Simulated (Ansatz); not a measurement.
Consider the ligand exchange at the Si–Se bond: `NB[Se][SiH3]` + `O[SiH](F)[SiH3]` → `F[SiH]([SiH3])O[SiH3]` + `NB[SeH]`.

Program: Ansatz. Geometries: PBE0-D4/def2-TZVP. ΔE: electronic, gas phase. CBS: MP2 limit from def2 TZ/QZ plus the TZ coupled-cluster correction, frozen cores. DFT in def2-TZVPP. B3LYP here is the variant with VWN-RPA as its local correlation; programs differ in this. For Se outer-core shells are correlated without core-valence functions, which leaves a few kJ/mol of doubt a bond. Scalar relativity is left out up to krypton. Each species was taken in one conformer, which may not be the lowest.

```tsv
level	ΔE (kJ/mol)	difference from CCSD(T)/CBS
PBE-D4	-28.7	14.1
r2SCAN-D4	-41.2	1.6
B3LYP-D4	-48.2	-5.4
ωB97X-V	-45.3	-2.5
ωB97M-V	-44.1	-1.3
PBE	-29.4	13.4
PBE0	-34.0	8.8
B3LYP	-49.6	-6.8
MP2/def2-TZVPP	-42.7	0.1
SCS-MP2/def2-TZVPP	-50.1	-7.3
CCSD/def2-TZVPP	-50.0	-7.2
CCSD(T)/def2-TZVPP	-46.0	-3.2
HF/def2-QZVPP	-69.3	-26.5
SCS-MP2/def2-QZVPP	-49.3	-6.5
HF/CBS(def2)	-69.7	-26.9
CCSD/CBS(def2)	-46.8	-4.0
CCSD(T)/CBS	-42.8	0
```

Largest T1 diagnostic among the species: 0.013.

From PBE to PBE0 (25 % exact exchange), in def2-TZVPP and without D4, ΔE moves by −4.6 kJ/mol. In def2-TZVPP, CCSD(T) changes the Hartree–Fock value by +20.6 kJ/mol (the triples alone add +3.9 kJ/mol) and MP2 by +23.9 kJ/mol.
